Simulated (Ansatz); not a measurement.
A nudged elastic band was laid between two geometries of BClF2 + CH4 (9 atoms, charge 0, multiplicity 1).

Method: UKS PBE0-D4/def2-SVP (Ansatz 0.2.0).

```
movable images  : 7
climbing image  : yes
spring          : 5.0 eV/Å²
optimiser       : quadratic models (default)
start path      : through a guess of the saddle point
force threshold : 0.05 eV/Å
iteration limit : 54
end points      : relaxed
```

Image 0:

```xyz
9
Properties=species:S:1:pos:R:3
B -1.426 -0.752 -0.799
Cl -0.800 -2.380 -0.824
F -1.247 0.043 -1.826
F -2.098 -0.316 0.238
H 1.276 -0.404 0.582
C 1.112 0.680 0.642
H 2.023 1.162 1.023
H 0.886 1.077 -0.357
H 0.275 0.889 1.321
```

Image 8:

```xyz
9
Properties=species:S:1:pos:R:3
B -0.599 0.331 -0.459
Cl 0.412 -2.661 -0.008
F -0.719 0.352 -1.774
F -1.617 -0.228 0.196
H -0.760 -2.319 0.405
C 0.601 0.988 0.279
H 1.538 0.844 -0.277
H 0.424 2.077 0.334
H 0.720 0.616 1.305
```

Q: Which bonds break or form, and what moves?

A: Bonds broken: B1–Cl2, H5–C6. Bonds formed: B1–C6, Cl2–H5. BClF2 + CH4 becomes CH3BF2 + ClH.

Q: Give the energies along the band, and the barrier.

A: It converged. The highest image is number 4 of 0 to 8, 1.90 eV above the first end and 1.23 eV above the last; the last end lies 0.67 eV above the first. Neighbouring images differ by up to 1.4 eV, so the band resolves the path poorly. A vibrational analysis at the climbing image gives one clearly imaginary mode, 996i cm⁻¹, and a faint second one (14i cm⁻¹) that may be numerical noise or a soft torsion: probably a first-order saddle point. The orbitals stay closed-shell, which can raise the energy where a bond breaks towards radicals; this wasn't checked here.

| image | path coordinate (Å) | energy (eV) | B1–Cl2 (Å) | H5–C6 (Å) | B1–C6 (Å) |
| --- | --- | --- | --- | --- | --- |
| 0 | 0.00 | 0.00 | 1.74 | 1.10 | 3.25 |
| 1 | 0.87 | 0.01 | 1.74 | 1.10 | 3.26 |
| 2 | 1.74 | 0.05 | 1.75 | 1.10 | 3.01 |
| 3 | 2.62 | 0.49 | 1.79 | 1.11 | 2.38 |
| 4 | 3.49 | 1.90 | 2.13 | 1.40 | 1.71 |
| 5 | 4.44 | 0.88 | 2.85 | 2.14 | 1.57 |
| 6 | 5.39 | 0.74 | 3.08 | 2.99 | 1.56 |
| 7 | 6.35 | 0.71 | 3.14 | 3.37 | 1.56 |
| 8 | 7.30 | 0.67 | 3.19 | 3.58 | 1.55 |

Q: What is the geometry of the highest image?

A: 
```xyz
9
Properties=species:S:1:pos:R:3
B -0.692 -0.171 -0.483
Cl -0.164 -2.207 -0.168
F -0.563 0.051 -1.789
F -1.874 0.007 0.104
H 0.407 -0.820 0.257
C 0.571 0.565 0.412
H 1.600 0.517 0.029
H 0.172 1.555 0.131
H 0.544 0.502 1.508
```

Time of the run: 10 min on 2 threads of Arm Neoverse V1, with other jobs on the host, peak memory 0.27 GiB.
